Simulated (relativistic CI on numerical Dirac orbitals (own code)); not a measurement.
## Pm4+ (4f3) in a crystal field

Calculated by Dirac-Coulomb-Breit CI, KLI orbitals optimised for each configuration, model QED (radiative potential, 1s self-energy scaled to tabulated hydrogen-like ionisation energies), valence Slater integrals scaled by 0.85, one configuration in a parametric crystal field (own radial code).

Field parameters in Wybourne normalisation; cubic f-shell fields have B⁴₄ = √(5/14) B⁴₀ and B⁶₄ = −√(7/2) B⁶₀. The field is a parameter set, without covalency.

S and J are read from ⟨S²⟩ = S(S + 1) and ⟨J²⟩ = J(J + 1) of each level; they are not fictitious spins.

D3h, B20 = 1500, B40 = 60, B60 = -250, B66 = -210 cm⁻¹, the lowest 10 levels:

```tsv
E (cm⁻¹)	Degeneracy	S	J
0.0	2	1.47	4.50
66.3	2	1.47	4.50
223	2	1.47	4.50
237	2	1.47	4.50
255	2	1.47	4.50
2382	2	1.49	5.50
2460	2	1.49	5.50
2550	2	1.49	5.50
2605	2	1.49	5.50
2629	2	1.49	5.50
```

Principal g values of the ground doublet: 0.00, 0.00, 6.50.

Oh, B40 = 3690, B60 = 1180 cm⁻¹, the lowest 10 levels:

```tsv
E (cm⁻¹)	Degeneracy	Irrep	S	J
0.0	4	Γ8	1.48	4.55
634	2	Γ6	1.47	4.55
947	4	Γ8	1.47	4.53
2672	2	Γ7	1.49	5.53
2792	4	Γ8	1.49	5.50
3159	4	Γ8	1.49	5.51
3274	2	Γ6	1.49	5.48
5158	2	Γ7	1.50	6.48
5211	4	Γ8	1.49	6.50
5682	4	Γ8	1.50	6.50
```

Oh, B40 = 1770, B60 = 410 cm⁻¹, the lowest 16 levels:

```tsv
E (cm⁻¹)	Degeneracy	Irrep	S	J
0.0	4	Γ8	1.47	4.51
190	2	Γ6	1.47	4.51
368	4	Γ8	1.47	4.50
2469	2	Γ7	1.49	5.50
2490	4	Γ8	1.49	5.50
2673	4	Γ8	1.49	5.50
2698	2	Γ6	1.49	5.50
4934	2	Γ7	1.50	6.50
4967	4	Γ8	1.50	6.50
5177	4	Γ8	1.50	6.50
5195	2	Γ7	1.50	6.50
5206	2	Γ6	1.50	6.50
7378	4	Γ8	1.49	7.49
7519	2	Γ6	1.49	7.50
7743	4	Γ8	1.49	7.49
7824	4	Γ8	1.49	7.50
```

The next free-ion level lies 2386 cm⁻¹ above the lowest; the field splits the ground level into components whose J stays near 9/2 as long as their spread is small against that gap.

Levels of this model without a field, named by their leading LS term: 4I°_9/2 0, 4I°_11/2 2386, 4I°_13/2 4891, 4I°_15/2 7459, 2H°_9/2 14757, 4F°_3/2 14816, 4F°_5/2 16143, 4S°_3/2 17176 cm⁻¹.
